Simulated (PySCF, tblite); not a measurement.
System: H2Mg, singlet: map of symmetric stretch and bend. Scanned: Mg-H bond length and H-Mg-H angle.

- GFN2-xTB, 300 K electronic temperature (tblite)
- RHF/cc-pVDZ (PySCF)
- CAM-B3LYP/cc-pVDZ (PySCF)
- PBE/cc-pVDZ (PySCF)
- MP2 on RHF/cc-pVDZ, 1 core orbital frozen (PySCF)
- CCSD on RHF/cc-pVDZ, 1 core orbital frozen (PySCF)
- CCSD(T) on RHF/cc-pVDZ, 1 core orbital frozen (PySCF)

Energies in kcal/mol at chosen points (x: Mg-H bond length (Å); y: H-Mg-H angle (°)), relative to x = 1.71, y = 180:

| method | (1.71, 180) | (1.71, 170) | (2.22, 180) | (2.31, 90) | (1.45, 80) | (2.31, 100) | (1.80, 110) |
|---|---|---|---|---|---|---|---|
| GFN2-xTB | 0.0 | 0.1 | 22.5 | 45.6 | 47.5 | 40.5 | 12.3 |
| RHF | 0.0 | 0.4 | 35.4 | 74.2 | 76.2 | 67.2 | 22.1 |
| CAM-B3LYP | 0.0 | 0.4 | 34.6 | 69.1 | 69.8 | 63.0 | 20.8 |
| PBE | 0.0 | 0.3 | 28.7 | 58.3 | 68.9 | 52.9 | 18.2 |
| MP2 | 0.0 | 0.4 | 34.8 | 70.1 | 72.2 | 63.9 | 21.0 |
| CCSD | 0.0 | 0.3 | 32.2 | 63.3 | 70.7 | 58.0 | 20.0 |
| CCSD(T) | 0.0 | 0.3 | 31.9 | 62.4 | 70.5 | 57.2 | 19.9 |
